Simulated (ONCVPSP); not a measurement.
PBEsol ONCV dataset for Ti, scalar-relativistic all-electron reference.

```json
{"Element": "Ti", "Generator": "ONCVPSP 4.0.1", "Type": "optimised norm-conserving Vanderbilt (ONCV)", "Functional": "PBEsol", "Relativity": "scalar-relativistic", "Frozen core": "[Ne] 3s2", "Valence charge": "10", "Reference configuration": "3p6 3d2 4s2", "Partial waves": "4s: rc 3.15 bohr, ncon 4, nbas 9, qcut 2.4 1/bohr, 2 projectors, debl 2.5 Ha; 3p: rc 1.25 bohr, ncon 4, nbas 9, qcut 13.2 1/bohr, 2 projectors, debl 2.4 Ha; 3d: rc 2.05 bohr, ncon 4, nbas 8, qcut 8.6 1/bohr, 1 projector", "Local potential": "polynomial inside 1.20 bohr (lpopt 5, dvloc0 -1 Ha)", "Core correction": "Teter function, parameters optimised by the program"}
```

All-electron outer shells of the reference configuration (PBEsol, scalar-relativistic, ld1.x):

```csv
shell,level (eV),outermost node (bohr),outermost maximum (bohr)
3s,-62.45,0.40,0.87
3p,-38.77,0.37,0.90
4s,-4.48,1.24,2.92
3d,-4.27,–,0.98
```

What the tests gave:

| Property | Result |
| --- | --- |
| Cutoffs needed | 39 Ha and 52 Ha (the cutoffs (Ha) at which the residual kinetic energy of the hardest occupied pseudo-wave falls to 1 and 0.1 mHa per electron) |
| Ghost test | ghosts flagged at negative energy: s at -10.2 eV; no localised positive-energy state flagged; a true bound ghost makes a file unfit for plane-wave use |
| Largest excitation error | -52 meV (all-electron minus pseudo) for 3p6 3d2 4s0, out of 4 test configurations |
| rms error of d²Exc/dni dnj | 4.50 mHa without and 0.19 mHa with the model core |

Generation and tests took about 9.7 s on one core of a shared server CPU.
